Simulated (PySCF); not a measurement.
Magnetic shielding above rings: a mixed set.

NICS = −σ at a ghost point: NICS(0) at the centroid of the ring atoms, NICS(1) 1 Å to either side along the normal of their mean plane, zz for the tensor component along that normal. Level: GIAO PBE0/pcSseg-1 (PySCF, non-relativistic, gas phase) on the GFN2-xTB geometries, one conformer each. Atom numbers follow the mapped SMILES.

Question: Order these rings by mean NICS(1)zz, lowest (most negative) first (ppm).
A. ring N4–N5–C6–C7–N10 in `[CH3:1][SiH:2]([CH3:3])[n:4]1[n:5][cH:6][c:7]([C:8]#[N:9])[n:10]1`
B. ring C7–C8–C9 in `[CH2:1]=[CH:2][CH2:3][P:4]([CH2:5][PH2:6])[CH:7]1[CH2:8][CH2:9]1`
C. ring C3–C4–C5–S7–N8 in `[CH3:1][CH2:2][c:3]1[cH:4][c:5]([Cl:6])[s:7][n:8]1`
D. ring C2–P3–C4–C5–N6–C7 in `[CH3:1][c:2]1[p:3][cH:4][cH:5][n:6][c:7]1[C:8]([F:9])([F:10])[F:11]`
E. ring Si4–C5–Si6–C7 in `[O:1]=[CH:2][NH:3][SiH:4]1[CH2:5][SiH2:6][CH2:7]1`
F. ring C2–C3–C4 in `[O-:1][C@H:2]1[CH2:3][C:4]1([F:5])[F:6]` (charge -1)
G. ring C3–C4–C5–C6–S7 in `[N:1]#[C:2][c:3]1[cH:4][cH:5][cH:6][s:7]1`

Answer: A (-34.0), G (-27.1), D (-25.8), C (-24.5), B (-22.9), F (-9.3), E (4.7).

```csv
SMILES,ring,NICS(0),NICS(1),NICS(1)zz,HOMA,rms pucker (Å),ring atoms with four or more neighbours
C[SiH](C)n1ncc(C#N)n1,5-membered ring with 3 N; formal bonds all aromatic,-13.9,-13.8,-34.0,0.95,0.00,0
N#Cc1cccs1,5-membered ring with S; formal bonds all aromatic,-13.4,-11.7,-27.1,0.84,0.00,0
Cc1pccnc1C(F)(F)F,6-membered ring with N and P; formal bonds all aromatic,-6.8,-10.7,-25.8,0.91,0.00,0
CCc1cc(Cl)sn1,5-membered ring with N and S; formal bonds all aromatic,-11.7,-10.6,-24.5,–,0.00,0
C=CCP(CP)C1CC1,3-membered carbocycle; formal bonds all single,-43.9,-8.7,-22.9,–,0.00,3
[O-][C@H]1CC1(F)F,3-membered carbocycle; formal bonds all single,-23.9,-5.3,-9.3,–,0.00,3
O=CN[SiH]1C[SiH2]C1,4-membered ring with 2 Si; formal bonds all single,0.8,-1.0,4.7,–,0.03,4
```

NICS(0) gives another order. The isotropic NICS(1) gives the same order. HOMA uses Krygowski's 1993 parameters; it is left out where a ring has a four-coordinate atom, a triple bond, no multiple bond or a kind of bond without parameters. NICS(1) and NICS(1)zz are means over the two faces.
